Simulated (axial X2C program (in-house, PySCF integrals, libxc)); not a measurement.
## Spin–orbit effects down a group: molecules with I (ions), CCSD

Calculated with an axial X2C code built on PySCF integrals, spin-free (one-electron X2C) or two-component (2c: spin–orbit coupling with atomic mean-field Coulomb and Gaunt terms, which also bring small scalar terms), in Dyall basis sets with cores contracted in-house; open shells are unrestricted.

Basis sets: Be dyall-cv3z, Ca dyall-cv3z, I dyall-cv3z, Mg dyall-cv3z, Sr dyall-cv3z. Frozen shells (counts by l): BeI⁺ I 4s3p2d, Be 1s, 8 electrons correlated; MgI⁺ I 4s3p2d, Mg 2s1p, 8 electrons correlated; CaI⁺ I 4s3p2d, Ca 3s2p, 8 electrons correlated; SrI⁺ I 4s3p2d, Sr 4s3p1d, 8 electrons correlated. Coupled cluster in natural virtuals with an MP2 remainder. Where the outer core of a metal is frozen, bonds come out longer and ionisation energies lower.

```tsv
molecule	spin-free state	Re (Å)	ωe (cm⁻¹)	De (eV)	2c state	Re 2c (Å)	ωe 2c (cm⁻¹)	De 2c (eV)
BeI⁺	M_S = 0, Λ = 0	2.077	748.7	3.41	Ω = 0	2.082	737.6	3.13
MgI⁺	M_S = 0, Λ = 0	2.469	384.4	2.26	Ω = 0	2.475	377.4	1.99
CaI⁺	M_S = 0, Λ = 0	2.757	286.0	2.94	Ω = 0	2.760	284.3	2.66
SrI⁺	M_S = 0, Λ = 0	2.905	207.4	3.06	Ω = 0	2.908	206.5	2.77
```

**Question.** Work out the shifts from the spin-free to the two-component result.

**Answer.** 

```csv
molecule,2c state,ΔRe (Å),Δωe (cm⁻¹),ΔDe (eV)
BeI⁺,Ω = 0,0.005,-11.1,-0.28
MgI⁺,Ω = 0,0.006,-7.0,-0.27
CaI⁺,Ω = 0,0.003,-1.7,-0.28
SrI⁺,Ω = 0,0.003,noise,-0.29
```

Shifts of one unit in the last digit are rounding. Where the truncated virtual spaces of the two runs make Δωe unreliable it is marked noise.

Fragments in 2c: I + Be+, I + Mg+, I + Ca+, I + Sr+. Each entry is the lowest single determinant of a limited PBE0 search at one distance. De goes to single-determinant-based atoms at the same level (for ions the charge split of lowest energy) and is withheld (n/a) where an atom does not fit its ground term or J level. Main or longest-lived isotopes.
